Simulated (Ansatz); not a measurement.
Computed with Ansatz on PBE0-D4/def2-TZVP structures; ΔE is electronic, products minus reactants. CBS: MP2 limit from def2 TZ/QZ plus the TZ coupled-cluster correction, frozen cores. DFT in def2-TZVPP. B3LYP here is the variant with VWN-RPA as its local correlation; programs differ in this. Each species was taken in one conformer, which may not be the lowest.

`O[SiH2]N[Si](O)(F)F` + `O[Si@H](F)N[Si@H](O)Cl` → `O[SiH](F)N[Si](O)(F)F` + `O[SiH2]N[SiH](O)Cl`  (redistribution)

`O[SiH2]N[Si](O)(F)F`:

Z-matrix (Å, degrees):
```
Si
N 1 1.739
O 1 1.634 2 108.2
H 1 1.482 2 112.8 3 -117.5
H 1 1.487 2 106.7 3 122.9
Si 2 1.682 1 129.2 3 13.6
H 2 1.011 1 115.8 3 -161.5
H 3 0.963 1 116.1 2 29.8
O 6 1.629 2 109.0 1 -37.7
F 6 1.585 2 115.1 1 83.0
F 6 1.582 2 108.7 1 -159.7
H 9 0.959 6 117.7 2 156.4
```

`O[Si@H](F)N[Si@H](O)Cl`:

Cartesian coordinates in Å:
```
O 1.389 -0.463 -1.166
Si 0.044 0.450 -1.408
F 0.542 1.955 -1.585
N -0.952 0.215 -0.054
Si -0.541 -0.167 1.577
O 1.052 -0.453 1.668
Cl -1.676 -1.794 2.123
H 2.183 -0.212 -1.643
H -0.680 0.118 -2.649
H -1.943 0.217 -0.256
H -0.882 0.890 2.543
H 1.466 -0.757 0.850
```

`O[SiH](F)N[Si](O)(F)F`:

Z-matrix (Å, degrees):
```
Si
F 1 1.602
N 1 1.704 2 107.4
O 1 1.626 2 111.7 3 115.4
H 1 1.475 2 104.5 3 -123.7
Si 3 1.700 1 128.8 2 -39.1
H 3 1.012 1 114.3 2 136.8
H 4 0.958 1 118.9 2 81.6
F 6 1.577 3 112.6 1 -111.2
O 6 1.613 3 111.0 1 8.1
F 6 1.582 3 108.7 1 133.2
H 10 0.960 6 118.4 3 41.4
```

`O[SiH2]N[SiH](O)Cl`:

Z-matrix (Å, degrees):
```
Si
N 1 1.733
O 1 1.638 2 106.9
H 1 1.482 2 113.1 3 116.3
H 1 1.489 2 108.7 3 -122.6
Si 2 1.705 1 124.2 3 -4.5
H 2 1.010 1 118.8 3 171.7
H 3 0.962 1 117.4 2 -43.3
O 6 1.644 2 111.6 1 49.7
Cl 6 2.056 2 106.6 1 170.2
H 6 1.470 2 114.9 1 -68.9
H 9 0.960 6 117.0 2 73.9
```

(1) Is it downhill or uphill in electronic energy at CCSD(T)/CBS, and by how much? (Best estimate.)

(2) What do these levels give: B3LYP-D4, r2SCAN, PBE0, HF/def2-TZVPP, MP2/def2-TZVPP, SCS-MP2/def2-TZVPP, CCSD(T)/def2-TZVPP, MP2/def2-QZVPP, SCS-MP2/def2-QZVPP, HF/CBS(def2), MP2/CBS(def2), CCSD/CBS(def2)? (Estimate.)

Largest T1 diagnostic among the species: 0.012.

Results:

(1) Computed: Uphill: ΔE = +7.4 kJ/mol.

(2) Ansatz gave: B3LYP-D4 9.7, r2SCAN 6.5, PBE0 7.7, HF/def2-TZVPP 5.8, MP2/def2-TZVPP 8.2, SCS-MP2/def2-TZVPP 7.5, CCSD(T)/def2-TZVPP 8.1, MP2/def2-QZVPP 7.6, SCS-MP2/def2-QZVPP 7.1, HF/CBS(def2) 5.5, MP2/CBS(def2) 7.4, CCSD/CBS(def2) 6.9 kJ/mol.
